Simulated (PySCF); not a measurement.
# Highest orbital energy against ionisation energy along group 15

Calculated with PySCF 2.14, no spin-orbit coupling. Each cell gives −ε(HOMO) / ΔSCF in eV; NIST values include spin-orbit coupling, (s) semi-empirical, (t) theoretical.

```tsv
species	UHF	LDA	PBE	PBE0	r2SCAN	NIST (lowest levels)
N⁺ (aug-cc-pVQZ with one added diffuse shell each of s, p, d, f, g type, non-relativistic)	30.378 / 29.206	22.006 / 30.058	22.023 / 29.900	24.242 / 29.910	22.800 / 30.134	29.601 (s)
P⁺ (aug-cc-pV(Q+d)Z with one added diffuse shell each of s, p, d, f, g type, non-relativistic)	19.733 / 19.169	14.920 / 19.825	14.987 / 19.786	16.334 / 19.823	15.418 / 19.947	19.769 (s)
As⁺ (aug-cc-pVQZ-PP with one added diffuse shell each of s, p, d, f, g type with ECP10MDF, ECP)	18.444 / 17.980	13.990 / 18.582	13.969 / 18.433	15.252 / 18.505	14.426 / 18.689	18.589
Sb⁺ (aug-cc-pVQZ-PP with one added diffuse shell each of s, p, d, f, g type with ECP28MDF, ECP)	16.398 / 16.005	12.629 / 16.656	12.560 / 16.467	13.689 / 16.531	12.947 / 16.657	16.626 ± 0.025
Bi⁺ (aug-cc-pVQZ-PP with one added diffuse shell each of s, p, d, f, g type with ECP60MDF, ECP)	15.672 / 15.308	12.109 / 15.979	12.003 / 15.762	13.085 / 15.822	12.371 / 15.912	16.703
```

**Question.** How far is −ε(HOMO) from ΔSCF on average for each method, and why?

**Answer.** UHF 0.59 eV; LDA -5.09 eV; PBE -4.96 eV; PBE0 -3.60 eV; r2SCAN -4.68 eV. Hartree-Fock orbital energies lack relaxation and so exceed the ΔSCF value; semilocal functionals have convex E(N) from self-interaction, so their HOMO lies far too high; exact exchange moves hybrids part of the way back.
